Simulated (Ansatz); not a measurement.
System (SMILES): F[Si]F (closed-shell singlet).
Atoms: Si1, F2, F3. Bonds: Si1-F2, Si1-F3.

Basis-set convergence of the highest harmonic wavenumber at PBE with Ansatz (a first-principles code). Each level at its own minimum, finite differences of forces, unscaled; the reference is a large set that could be run, not a limit. All functions are spherical. The program fits the integrals of some runs and decomposes those of others, by size. No added dispersion term, no relativity. Reference: the value in aug-pcseg-2, 817 cm⁻¹, itself unsure by roughly 3 cm⁻¹ (its mean distance from aug-cc-pV(T+d)Z, def2-TZVPPD). Deviations are taken from unrounded values.

```json
[
 {"basis": "3-21G", "functions": "31", "highest harmonic wavenumber (cm⁻¹)": "856", "minus reference (cm⁻¹)": "39"},
 {"basis": "pcseg-1", "functions": "46", "highest harmonic wavenumber (cm⁻¹)": "815", "minus reference (cm⁻¹)": "-2"},
 {"basis": "cc-pV(D+d)Z", "functions": "51", "highest harmonic wavenumber (cm⁻¹)": "822", "minus reference (cm⁻¹)": "6"},
 {"basis": "def2-SVPD", "functions": "70", "highest harmonic wavenumber (cm⁻¹)": "795", "minus reference (cm⁻¹)": "-21"},
 {"basis": "pcseg-2", "functions": "94", "highest harmonic wavenumber (cm⁻¹)": "824", "minus reference (cm⁻¹)": "7"},
 {"basis": "cc-pV(T+d)Z", "functions": "99", "highest harmonic wavenumber (cm⁻¹)": "825", "minus reference (cm⁻¹)": "8"},
 {"basis": "def2-TZVP", "functions": "99", "highest harmonic wavenumber (cm⁻¹)": "824", "minus reference (cm⁻¹)": "7"},
 {"basis": "6-311++G(3df,3pd)", "functions": "125", "highest harmonic wavenumber (cm⁻¹)": "803", "minus reference (cm⁻¹)": "-13"},
 {"basis": "cc-pCVTZ", "functions": "145", "highest harmonic wavenumber (cm⁻¹)": "824", "minus reference (cm⁻¹)": "8"}
]
```
